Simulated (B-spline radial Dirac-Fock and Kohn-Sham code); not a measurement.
## X-ray form factors of xenon in several charge states

The computed values come from a radial B-spline solver: Dirac-Fock orbitals of the configuration average with a finite nucleus.

Configurations: Xe¹⁹⁺ [Ar] 3d10 4s2 4p5; Xe²¹⁺ [Ar] 3d10 4s2 4p3; Xe²²⁺ [Ar] 3d10 4s2 4p2. The first column is f₀ of Xe¹⁹⁺, the others are differences from it.

| s (Å⁻¹) | Xe¹⁹⁺ | Δ Xe²¹⁺ | Δ Xe²²⁺ |
| --- | --- | --- | --- |
| 0 | 35.000 | -2.000 | -3.000 |
| 0.1 | 34.604 | -1.916 | -2.877 |
| 0.2 | 33.471 | -1.683 | -2.533 |
| 0.3 | 31.748 | -1.346 | -2.034 |
| 0.4 | 29.639 | -0.965 | -1.469 |
| 0.5 | 27.361 | -0.602 | -0.926 |
| 0.7 | 22.971 | -0.082 | -0.141 |
| 0.9 | 19.355 | +0.104 | +0.152 |
| 1.1 | 16.524 | +0.079 | +0.122 |
| 1.4 | 13.174 | -0.037 | -0.053 |
